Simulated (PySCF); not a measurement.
C2H8AsB, SMILES CB(C)[AsH2]. Heavy atoms are numbered as in [B:1]([AsH2:2])([CH3:5])[CH3:9]. Hydrogens are named by the atom that carries them.

The structure is a stationary point at PBE0-D3(BJ)/def2-SVP. The structure was generated by enumeration, and PubChem lists no compound with its InChIKey, so it may never have been made.

The numbers are results of PBE/pcSseg-1 (PySCF), not measurements.

GIAO shieldings, no solvent; atoms alike by connectivity are averaged. δ = σ(ref) − σ: ¹¹B against BF3 (σ = 83.9 ppm); ⁷⁵As against AsH3 (σ = 1870.9 ppm); ¹H against TMS (σ = 31.49 ppm); ¹³C against TMS (σ = 182.0 ppm), references at their B3LYP-D3(BJ)/def2-TZVP geometries, non-relativistic.

```tsv
nucleus	atoms	count	δ (ppm)
¹¹B	B1	1	93.9
⁷⁵As	As2 (AsH2)	1	182.2
¹H	H on As2	2	3.26
¹H	H on C5	6	1.62
¹³C	C5 (CH3)	2	22.7
```
